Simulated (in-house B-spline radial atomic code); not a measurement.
Inner-shell binding energies (edges) and X-ray emission energies of free atoms and ions, as differences of relaxed hole-state energies with first-order Breit, QED and recoil terms, without correlation or multiplet splittings, in NIST's listed ground configurations. For neutral atoms such line energies lie within some 1 to 5 eV of tabulated X-ray lines (up to 20 eV for the heaviest). L2 = 2p1/2, L3 = 2p3/2, M4 = 3d3/2, M5 = 3d5/2. A dash marks a subshell that is part filled or wasn't run, or a line left out. Computed with a B-spline radial code for spherical atoms: Dirac-Hartree-Fock, average of the configuration, finite nuclei.

| ion | configuration | L3 edge (eV) | L3-M5 (eV) | L2-M4 (eV) |
| --- | --- | --- | --- | --- |
| Cu | [Ar] 3d10 4s1 | 938.82 | 931.4 | 951.22 |
| Zn+ | [Ar] 3d10 4s1 | 1039.01 | 1013.98 | 1037.03 |
| Ga2+ | [Ar] 3d10 4s1 | 1147.4 | 1100.49 | 1127.16 |
| Ge3+ | [Ar] 3d10 4s1 | 1263.49 | 1190.91 | 1221.61 |
| As4+ | [Ar] 3d10 4s1 | ? | ? | ? |
| Se5+ | [Ar] 3d10 4s1 | ? | ? | ? |
| Br6+ | [Ar] 3d10 4s1 | 1655.84 | 1485.44 | 1531.08 |
| Kr7+ | [Ar] 3d10 4s1 | 1800.95 | 1591.36 | 1643.03 |

**Question.** Fill in the row of As4+.

**Answer.** L3 edge (eV): 1387.02; L3-M5 (eV): 1285.21; L2-M4 (eV): 1320.4.

**Question.** Fill in the row of Se5+.

**Answer.** L3 edge (eV): 1517.84; L3-M5 (eV): 1383.4; L2-M4 (eV): 1423.55.
